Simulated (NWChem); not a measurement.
Species: C$_{3}$H$_{3}$F; SMILES C(=C)=CF

Computed with NWChem. Geometry: optimised at PBE-D3(BJ)/def2-SVP. Level: PBE0/Sadlej pVTZ; the question gives the wavelength of the field.

Question: What does the run give for field 589 nm? Quantities: isotropic polarisability (bohr³); anisotropy (bohr³).

Answer: The isotropic polarisability (bohr³) comes out as 43.8 and the anisotropy (bohr³) is 38.6.
